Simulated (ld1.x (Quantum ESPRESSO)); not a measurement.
## Before and after: PAW potential for Fe

ld1.x (Quantum ESPRESSO) 7.5 input, shortened:

```
&input
   title='Fe', zed=26., rel=1, dft='PBESOL', iswitch=3,
   config='[Ar] 3d6 4s1.75 4p0.25'
 /
 &inputp
   pseudotype=3, lpaw=.true., tm=.true., lloc=-2, rcloc=1.25,
   nlcc=.true., new_core_ps=.true., rcore=0.75,
   which_augfun='PSQ', rmatch_augfun_nc=.true.
 /
6
3S  1  0   2.00   0.00  1.20  1.35  0.0
4S  2  0   1.75   0.00  1.20  1.35  0.0
3P  2  1   6.00   0.00  1.35  1.45  0.0
4P  3  1   0.25   0.00  1.35  1.45  0.0
3D  3  2   6.00   0.00  0.80  1.10  0.0
3D  3  2   0.00   1.25  0.80  1.10  0.0
 &test
   configts(1)='3s2 3p6 3d6 4s1.75 4p0.25'
 /
```

Change: core correction Bessel-smoothed model core inside 0.48 bohr.

Cutoffs: the cutoffs (Ry, on a coarse ladder) from which the occupation-weighted sum of valence levels, in a spherical-Bessel basis at the reference potential, stays within 10 and 1 mRy of its value at 400 Ry; they do not see the model core or the augmentation charge, which bear on the density cutoff. Errors are all-electron minus pseudo energies relative to the spin-unpolarised reference configuration.

Q: How do hardness, ghosts and transferability respond?

A: The potential gets neither clearly harder nor softer (90 Ry and 160 Ry → 90 Ry and 160 Ry); the errors of the 7 common tests hardly move; neither file shows a bound ghost. A model core, the more so a compact one, raises the density cutoff, which this test does not measure.

```csv
quantity,base,changed
"cutoff, loose",90 Ry,90 Ry
"cutoff, tight",160 Ry,160 Ry
bound ghosts,none,none
"error for 3s2 3p6 3d6 4s2 4p0, meV [ΔE -1.01 eV]",+0.1,+0.1
"error for 3s2 3p6 3d6 4s1 4p0, meV [ΔE 7.73 eV]",-0.7,-0.7
"error for 3s2 3p6 3d6 4s0 4p0, meV [ΔE 23.85 eV]",-2.1,-2.0
"error for 3s2 3p6 3d7 4s0 4p0, meV [ΔE 5.58 eV]",-2.0,-2.0
"error for 3s2 3p6 3d5 4s0 4p0, meV [ΔE 58.04 eV]",-3.3,-3.2
"error for 3s1 3p6 3d6 4s2 4p0, meV [ΔE 100.62 eV]",-17,-16
"error for 3s2 3p6 3d7 4s1 4p0, meV [ΔE -1.81 eV]",-0.9,-0.8
s: phases at 1.60 bohr within 0.05 rad from the reference energy up to (Ry; the scan ends near 5),to the end of the scan,to the end of the scan
p: phases at 1.60 bohr within 0.05 rad from the reference energy up to (Ry; the scan ends near 5),to the end of the scan,to the end of the scan
d: phases at 1.60 bohr within 0.05 rad from the reference energy up to (Ry; the scan ends near 5),to the end of the scan,to the end of the scan
lowest overlap eigenvalue by channel,"s 0.12, p 0.11, d 0.91","s 0.12, p 0.11, d 0.91"
```
